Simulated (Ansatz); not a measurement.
A nudged elastic band was laid between two geometries of Cl3FSi + ClH (7 atoms, charge 0, multiplicity 1).

All numbers below come from RKS PBE0/def2-SVP (Ansatz).

```
movable images  : 5
climbing image  : yes
spring          : 5.0 eV/Å²
optimiser       : quadratic models (default)
start path      : through a guess of the saddle point
force threshold : 0.05 eV/Å
iteration limit : 60
end points      : relaxed
```

Initial state:

```xyz
7
Properties=species:S:1:pos:R:3
Si 0.303 0.000 -0.281
F 0.041 0.000 1.313
Cl 2.308 0.000 -0.563
Cl -0.536 1.670 -1.054
Cl -0.536 -1.671 -1.053
Cl -3.161 0.000 1.931
H -1.889 0.001 2.134
```

Final state:

```xyz
7
Properties=species:S:1:pos:R:3
Si -0.418 0.383 -0.486
F -0.299 -1.321 2.440
Cl 1.440 0.692 0.263
Cl -0.700 1.559 -2.123
Cl -0.697 -1.561 -0.989
Cl -1.823 0.937 0.912
H -0.973 -0.688 2.411
```

Problem. Which bonds break or form, and what moves?

Solution. Bonds broken: Si1–F2, Cl6–H7. Bonds formed: Si1–Cl6, F2–H7. Cl3FSi + ClH becomes Cl4Si + FH.

Problem. What energy profile does the band end with?

Solution. The run converged. The highest image is number 3 of 0 to 6, 1.62 eV above the first end and 1.17 eV above the last; the last end lies 0.45 eV above the first. A vibrational analysis at the climbing image gives one clearly imaginary mode, 563i cm⁻¹: a first-order saddle point. The orbitals stay closed-shell, which can raise the energy where a bond breaks towards radicals; this wasn't checked here.

| image | path coordinate (Å) | energy (eV) | Si1–F2 (Å) | Cl6–H7 (Å) | Si1–Cl6 (Å) |
| --- | --- | --- | --- | --- | --- |
| 0 | 0.00 | 0.00 | 1.62 | 1.29 | 4.11 |
| 1 | 0.83 | 0.05 | 1.62 | 1.29 | 3.84 |
| 2 | 1.67 | 0.67 | 1.65 | 1.30 | 3.14 |
| 3 | 2.51 | 1.62 | 1.83 | 1.49 | 2.43 |
| 4 | 3.11 | 1.07 | 2.24 | 1.88 | 2.16 |
| 5 | 3.71 | 0.58 | 2.80 | 2.12 | 2.08 |
| 6 | 4.32 | 0.45 | 3.39 | 2.37 | 2.06 |

Problem. What is the geometry of the highest image?

Solution. 
```xyz
7
Properties=species:S:1:pos:R:3:forces:R:3
Si -0.257 0.035 -0.063 0.00 0.01 0.01
F -0.067 -0.662 1.618 0.01 -0.02 -0.01
Cl 1.748 0.488 -0.025 0.00 0.00 0.00
Cl -0.880 1.453 -1.432 0.00 0.00 -0.01
Cl -0.728 -1.757 -0.912 0.00 0.00 0.00
Cl -2.165 0.653 1.306 0.01 0.00 0.00
H -1.121 -0.210 1.936 -0.01 0.01 0.00
```

Problem. What are the harmonic wavenumbers there?

Solution. 563i, 13, 130, 195, 216, 249, 264, 357, 467, 517, 535, 640, 793, 977, 1538 cm⁻¹.

Time of the run: 3 min on 2 threads of Intel(R) Xeon(R) 6975P-C (Granite Rapids) (shared host), peak memory 0.31 GiB.
